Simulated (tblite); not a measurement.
Compound: C₅H₇F₃OSi.
Atom-mapped SMILES: `[CH3:1][C:2](=[O:3])/[C:4]([SiH3:5])=[CH:6]\[C:7]([F:8])([F:9])[F:10]` (hydrogens: H11, H12, H13 on C1; H14, H15, H16 on Si5; H17 on C6)

Computed with GFN2-xTB (tblite), gas phase: L-BFGS steps from a force-field or distance-geometry start until the largest atomic force falls under 0.01 eV/Å.

Step 3: E = -931.3845 eV
```
atom  x, y, z in Å  |  force x, y, z in eV/Å
C1     -0.9348   -1.9534    0.3899    0.029   0.301   0.062
C2     -1.1887   -0.4775    0.2165   -0.398   0.189   0.058
O3     -2.3321   -0.0830    0.3453   -0.137   0.037   0.048
C4     -0.2029    0.5990   -0.0736   -0.812  -0.160   0.030
Si5    -0.9648    2.3475   -0.1501   -0.044   0.004   0.110
C6      1.0973    0.5356   -0.2365    0.508   0.043  -0.060
C7      1.9862   -0.6573   -0.2345   -0.060   0.279  -0.121
F8      1.5294   -1.6826   -0.9782    0.159  -0.023   0.277
F9      3.1400   -0.2798   -0.7796    0.758  -0.280  -0.172
F10     2.2690   -1.1107    1.0033   -0.108  -0.241  -0.193
H11    -0.0719   -2.1736    1.0090    0.223   0.003  -0.295
H12    -0.9124   -2.4576   -0.5764    0.406   0.135   0.047
H13    -1.8063   -2.3362    0.8999   -0.311  -0.156   0.199
H14    -0.1440    3.1487   -1.0711   -0.074  -0.132  -0.006
H15    -0.7530    2.8776    1.1905   -0.064   0.060   0.159
H16    -2.3459    2.2535   -0.5359   -0.246   0.147  -0.177
H17     1.6279    1.4618   -0.4284    0.173  -0.207   0.032
```

Step 4: E = -931.4494 eV
```
atom  x, y, z in Å  |  force x, y, z in eV/Å
C1     -0.9363   -1.9501    0.3992   -0.333   0.275  -0.083
C2     -1.2086   -0.4807    0.2206   -0.579   0.470   0.074
O3     -2.3546   -0.0731    0.3492    0.368  -0.269   0.011
C4     -0.2187    0.5899   -0.0771    0.048   0.087  -0.028
Si5    -0.9762    2.3583   -0.1434    0.038  -0.307   0.043
C6      1.0987    0.5330   -0.2329   -0.210   0.365  -0.151
C7      1.9969   -0.6336   -0.2442    0.253  -0.556  -0.064
F8      1.5400   -1.6810   -0.9552    0.037  -0.013  -0.134
F9      3.1766   -0.3015   -0.7860    0.195  -0.106   0.012
F10     2.2582   -1.1243    0.9820    0.073  -0.025   0.156
H11    -0.0610   -2.1732    0.9889    0.263   0.052  -0.039
H12    -0.8885   -2.4474   -0.5701    0.241   0.127   0.025
H13    -1.8162   -2.3378    0.9054   -0.048  -0.168   0.101
H14    -0.1478    3.1407   -1.0713   -0.061  -0.093  -0.009
H15    -0.7563    2.8797    1.1971   -0.071   0.072   0.176
H16    -2.3546    2.2612   -0.5445   -0.213   0.161  -0.143
H17     1.6415    1.4517   -0.4277    0.001  -0.073   0.053
```

Step 5: E = -931.4686 eV
```
atom  x, y, z in Å  |  force x, y, z in eV/Å
C1     -0.9418   -1.9454    0.4006   -0.111   0.170   0.005
C2     -1.2196   -0.4758    0.2224    0.022   0.190   0.008
O3     -2.3580   -0.0736    0.3508   -0.141  -0.030   0.064
C4     -0.2196    0.5889   -0.0788   -0.212   0.145   0.019
Si5    -0.9787    2.3568   -0.1411   -0.012  -0.255   0.040
C6      1.0936    0.5376   -0.2338    0.269  -0.010  -0.192
C7      2.0039   -0.6357   -0.2477    0.082  -0.323   0.003
F8      1.5433   -1.6807   -0.9512    0.008  -0.091  -0.263
F9      3.1886   -0.3087   -0.7874    0.045  -0.083   0.062
F10     2.2565   -1.1282    0.9788    0.119   0.016   0.205
H11    -0.0545   -2.1723    0.9832    0.055   0.133  -0.085
H12    -0.8788   -2.4429   -0.5681    0.162   0.142   0.015
H13    -1.8191   -2.3405    0.9081    0.011  -0.151   0.063
H14    -0.1497    3.1373   -1.0715   -0.070  -0.093   0.006
H15    -0.7582    2.8813    1.2014   -0.085   0.046   0.120
H16    -2.3599    2.2656   -0.5487   -0.130   0.157  -0.109
H17     1.6452    1.4483   -0.4268   -0.010   0.035   0.036
```

**Question.** Estimate the geometry and energy of step 6. (The exact step hangs on the optimiser's Hessian estimate; all steps are aligned on step 5, rigid shifts and turns removed.)

**Answer.** E = -931.4826 eV, largest force 0.307 eV/Å
```
atom  x, y, z in Å  |  force x, y, z in eV/Å
C1     -0.9456   -1.9390    0.4019   -0.006   0.033   0.046
C2     -1.2256   -0.4697    0.2237    0.161   0.002   0.009
O3     -2.3636   -0.0740    0.3530   -0.256   0.094   0.069
C4     -0.2225    0.5907   -0.0797    0.002   0.077   0.004
Si5    -0.9807    2.3515   -0.1388   -0.104  -0.082   0.049
C6      1.0939    0.5384   -0.2374    0.202  -0.182  -0.142
C7      2.0084   -0.6413   -0.2496    0.031  -0.140   0.031
F8      1.5454   -1.6826   -0.9538    0.027  -0.105  -0.252
F9      3.1979   -0.3149   -0.7874   -0.084  -0.104   0.112
F10     2.2577   -1.1305    0.9807    0.103   0.035   0.117
H11    -0.0501   -2.1691    0.9774   -0.056   0.184  -0.081
H12    -0.8698   -2.4375   -0.5668    0.091   0.169   0.029
H13    -1.8214   -2.3453    0.9113    0.116  -0.079  -0.009
H14    -0.1523    3.1334   -1.0714   -0.082  -0.105   0.027
H15    -0.7610    2.8832    1.2062   -0.100   0.005   0.038
H16    -2.3656    2.2713   -0.5534   -0.034   0.147  -0.070
H17     1.6478    1.4476   -0.4258   -0.012   0.052   0.022
```

The energy changes by -0.0141 eV. The first-order estimate −F·Δx gives -0.0189 eV and the mean of the old and new forces, exact on a quadratic surface, -0.0141 eV. The step makes an angle of 42° with the force vector and moves no atom by more than 0.011 Å.

What follows is the cost of the whole relaxation. The run took 6.0 s wall, 4.7 s CPU on one thread of an Intel Xeon at 2.50 GHz, on a shared host.
